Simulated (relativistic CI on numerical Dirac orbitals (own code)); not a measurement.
Sr VIII: calculation against measurement

Method of calculation: Dirac-Coulomb-Breit CI, separate exchange-only KLI orbitals for each configuration, a model potential for QED, valence Slater integrals scaled by 0.9, P86 correlation estimate, and configurations built on the next ion tied to the tabulated ionisation energy (semi-empirical) (own radial code, finite nucleus).

CI space (outside the closed core [Ar] 3d10): 4s²4p, 4s²4d, 4s²5s, 4s²5p, 4s²5d, 4s²6s, 4s²4f, 4s²5f, 4s4p², 4p³, 4s4p4d, 4p4d², 4s4p4f, 4p²4d, 4s4d², 4p²5s, 4s4p5s, 4p4f², 4p²5p, 4s4d5s, 4p²4f, 4s4p5p, 4s²6p, 4s4d5p. Levels of other configurations are missing.

| Configuration | Term (tabulated) | J | Measured (cm⁻¹) | Computed | Error | Purity (%) |
| --- | --- | --- | --- | --- | --- | --- |
| 4s²4p | 2P° | 1/2 | 0.0 | 0 | 0 | 98 |
| 4s²4p | 2P° | 3/2 | 13198.0 | 12936 | -262 | 98 |
| 4s4p² | 4P | 1/2 | 137002.0 | 135211 | -1791 | 98 |
| 4s4p² | 4P | 3/2 | 142730.0 | 140771 | -1959 | 99 |
| 4s4p² | 4P | 5/2 | 149356.0 | 147292 | -2064 | 96 |
| 4s4p² | 2D | 3/2 | 180074.0 | 178157 | -1917 | 89 |
| 4s4p² | 2D | 5/2 | 182164.0 | 180161 | -2003 | 87 |
| 4s4p² | 2S | 1/2 | 211438.0 | 211306 | -132 | 71 |
| 4s4p² | 2P | 1/2 | 225894.0 | 226522 | 628 | 72 |
| 4s4p² | 2P | 3/2 | 230550.0 | 231740 | 1190 | 96 |

Measured levels from Sansonetti, J. Phys. Chem. Ref. Data 41, 013102 (2012); pairs were made by configuration, J and term (by order where the table uses no LS term), so strongly mixed levels may be paired wrongly.

Mean error by configuration (cm⁻¹): 4s²4p -262; 4s4p² -1006. Over the excited levels the mean absolute error is 1327 cm⁻¹ (9 of the 9 excited levels that our extract of the source holds in range could be paired), and the median relative error of those above 1,000 cm⁻¹ is 1.1 %.
